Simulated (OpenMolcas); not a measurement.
## Te³⁺: the spin-orbit constant, worked from levels

- Program: OpenMolcas
- Basis: ANO-R3 [8s7p5d4f3g2h]
- Scalar Hamiltonian: X2C, finite nucleus
- Active space: 1 electron in 9 orbitals (RAS2 5p; RAS3 5d 6s, at most 1 electron)
- State averaging: 2S+1 = 2 odd, 3 roots; 2S+1 = 2 even, 6 roots
- Spin-orbit coupling: RASSI with atomic mean-field integrals over the reference wave functions, term energies averaged over their components

Methods: RASSCF; SS-RASPT2, IPEA 0.25 Eh, imaginary shift 0.1 Eh (closed shells correlated: 4d 5s). Measured levels: Moore, Atomic Energy Levels, vol. III, NSRDS-NBS 35 (1971 reprint of NBS Circular 467, 1958).

**The spin-orbit constant.** For the Hund term ²P° of p1, E(J) = (A/2) J(J+1) + constant and ζ = 2S·A = A. From J = 1/2 to J = 3/2 the energy changes by 1.5 A.

| Source | E(3/2) - E(1/2) | A | ζ |
| --- | --- | --- | --- |
| RASSCF | 8149.4 | 5432.9 | 5433 |
| SS-RASPT2 | 8149.4 | 5432.9 | 5433 |
| measured | 9223.0 | 6148.7 | 6149 |

All in cm-1. SS-RASPT2 is off by -11.6 % and RASSCF by -11.6 %. Both methods take the spin-orbit matrix elements from the reference wave functions, so the second can move ζ only through the term energies and any multistate remixing.

With one active electron the reference holds no correlation, so core polarisation is missing (holds for RASSCF). With one active electron, CASPT2 adds the correlation within the correlated inactive shells and between them and that electron, and leaves the splitting within a term as the reference gives it (holds for SS-RASPT2). Computed and measured levels are paired by configuration, term and J; levels that our copy of the source lacks, or whose pairing is in doubt (as where it misses far off the trend of its configuration), stay unpaired and out of the deviations. Levels of configurations outside the active space are missing.

° marks odd parity.
